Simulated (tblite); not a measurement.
Species: C7H13 (doublet state).
Atom-mapped SMILES: `[CH3:1][CH2:2][C@H:3]1[CH:4][CH2:5][CH2:6][CH2:7]1` (hydrogens: H8, H9, H10 on C1; H11, H12 on C2; H13 on C3; H14 on C4; H15, H16 on C5; H17, H18 on C6; H19, H20 on C7)

Structure used (GFN2-xTB), in Å, numbered top down from 1:
```xyz
20
C7H13 angstrom
C      2.6149    0.3301   -0.0023
C      1.5080   -0.7040   -0.1620
C      0.1898   -0.0802   -0.6465
C     -0.8839   -1.0803   -0.8578
C     -2.1612   -0.6739   -0.2329
C     -1.9429    0.8081    0.0903
C     -0.4393    0.9072    0.3515
H      2.7987    0.8397   -0.9461
H      2.3435    1.0740    0.7428
H      3.5390   -0.1486    0.3145
H      1.3329   -1.2065    0.7918
H      1.8213   -1.4618   -0.8837
H      0.4113    0.4462   -1.5905
H     -0.7327   -2.0164   -1.3596
H     -2.3496   -1.2414    0.6916
H     -3.0258   -0.8451   -0.8818
H     -2.2049    1.4143   -0.7786
H     -2.5363    1.1488    0.9380
H     -0.2196    0.5769    1.3686
H     -0.0682    1.9237    0.2301
```

Computed values, GFN2-xTB/tblite, gas phase, harmonic and unscaled. This tight-binding method is rough: wavenumbers can miss measured ones by several per cent, in bad cases by 10 to 20. One conformer, not necessarily the lowest. Open shells enter through the occupations alone, without spin polarisation, and single modes of such species can be off by tens of per cent.

Harmonic wavenumbers (cm⁻¹): 85.3, 106.9, 195.0, 220.4, 237.1, 312.5, 394.9, 435.5, 568.2, 635.2, 806.8, 843.2, 885.7, 893.6, 975.8, 986.0, 998.2, 1020.0, 1052.1, 1071.3, 1092.7, 1095.7, 1130.3, 1158.6, 1189.7, 1202.3, 1236.3, 1249.2, 1275.5, 1281.6, 1298.1, 1317.2, 1333.1, 1336.7, 1413.4, 1464.3, 1485.6, 1493.3, 1498.3, 1505.6, 1508.2, 2798.1, 2825.5, 2929.6, 2967.0, 2972.2, 2980.7, 2985.9, 3001.0, 3007.6, 3027.6, 3031.0, 3042.5, 3144.5.

A = 5718, B = 1717, C = 1431 MHz; mass 97.102 u (most abundant isotopes); point group C1, symmetry number 1; spin multiplicity 2.

Problem. Zero-point energy?

Solution. Half the sum of the wavenumbers: 39501 cm⁻¹ = 112.94 kcal/mol.

Problem. What is S at 350 K and 1 bar for an ideal gas of classical rigid rotors and harmonic oscillators?

Solution. Translation 40.45, rotation 28.01, vibration 23.16, spin (R ln 2) 1.38: S = 93.0 cal/(mol K).

Problem. And Cp and H(350 K) − H(0)?

Solution. Cp = 37.04 cal/(mol K), of which vibrations give 29.09 (their classical limit is 54 R = 107.3); H(350 K) − H(0) = 7.36 kcal/mol without the zero-point energy, 4.58 from vibrations.

Problem. Which modes carry the vibrational entropy at 350 K?

Solution. 85.3 cm⁻¹: 4.08; 106.9 cm⁻¹: 3.64; 195.0 cm⁻¹: 2.48; 220.4 cm⁻¹: 2.25; 237.1 cm⁻¹: 2.12; 312.5 cm⁻¹: 1.62 cal/(mol K); the other 48 give 6.98 together.

Problem. What must be added to the electronic energy to get the Gibbs energy at 350 K and 1 bar?

Solution. ZPE + [H(350 K) − H(0)] − T·S = 112.94 + 7.36 − 32.55 = 87.75 kcal/mol.

Problem. How do the functions run with temperature in this model?

Solution. 
```
 T (K)  S (cal/(mol K))  Cp (cal/(mol K))  H − H(0) (kcal/mol)  G − H(0) (kcal/mol)  ln q(vib)
   150             71.1              18.7                 1.93                -8.73       1.53
   250             82.4              26.8                 4.18               -16.42       3.25
298.15             87.5              31.6                 5.59               -20.51       4.11
   400             98.3              42.3                 9.35               -29.97       6.02
   600            119.0              60.3                19.70               -51.72      10.08
   900            147.1              78.1                40.67               -91.75      16.38
```

q(vib) and H(0) count from the zero-point level.

Problem. Blend soft modes into free rotors: weight 1/[1 + (100 cm⁻¹/ν̃)⁴] for the oscillator and the rest for a rotor with moment μB/(μ + B), μ = h/(8π²ν), B = 10⁻⁴⁴ kg m². What vibrational entropy results?

Solution. 22.27 cal/(mol K) in place of 23.16, which changes −T·S at 350 K by +0.31 kcal/mol.

Hindered rotation and anharmonicity are outside this model. Other conformers, if any are populated, would add a mixing term that is left out. The structure is chiral; the term R ln 2 for an equal mix with its mirror image is left out.
